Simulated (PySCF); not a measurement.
Series: H2E=Y. Gas-phase values, no solvent. Strings in code marks are SMILES. In the def2 sets, heavy atoms carry core potentials. All members: neutral, multiplicity 1. Level: r2SCAN-D4/def2-TZVP (PySCF). Delta-SCF ions had no search for a lower state.  The removal energy is E(N − 1 electrons) − E(N electrons) at the parent's geometry; ε(HOMO) is measured against the vacuum level.

```json
[
 {"species": "`[GeH2]=[Se]`", "−ε(HOMO) (eV)": "5.84", "vertical ionisation energy (Delta-SCF) (eV)": "8.82"},
 {"species": "`[S]=[GeH2]`", "−ε(HOMO) (eV)": "6.06", "vertical ionisation energy (Delta-SCF) (eV)": "9.15"},
 {"species": "`[O]=[SnH2]`", "−ε(HOMO) (eV)": "6.13", "vertical ionisation energy (Delta-SCF) (eV)": "9.27"},
 {"species": "`[O]=[GeH2]`", "−ε(HOMO) (eV)": "6.57", "vertical ionisation energy (Delta-SCF) (eV)": "9.99"},
 {"species": "`C=N`", "−ε(HOMO) (eV)": "6.58", "vertical ionisation energy (Delta-SCF) (eV)": "withheld"},
 {"species": "`O=[SiH2]`", "−ε(HOMO) (eV)": "7.06", "vertical ionisation energy (Delta-SCF) (eV)": "10.67"}
]
```

Q: Fit vertical ionisation energy (Delta-SCF) = a + b·x to the 5 complete rows by least squares, with x = −ε(HOMO) in eV. Give a, b and the rms residual, and predict the withheld value.

A: Means of the 5 rows: x̄ = 6.332, ȳ = 9.58 eV. Σ(x − x̄)² = 0.94348 and Σ(x − x̄)(y − ȳ) = 1.4446, so b = 1.531 and a = ȳ − b·x̄ = -0.114 eV. The rms residual is 0.024 eV. At x = 6.58 the line gives 9.96 eV. The run for `C=N` gave 10.45 eV, so the line is off by 0.49 eV, more than twice the rms residual.

Codes: PySCF.
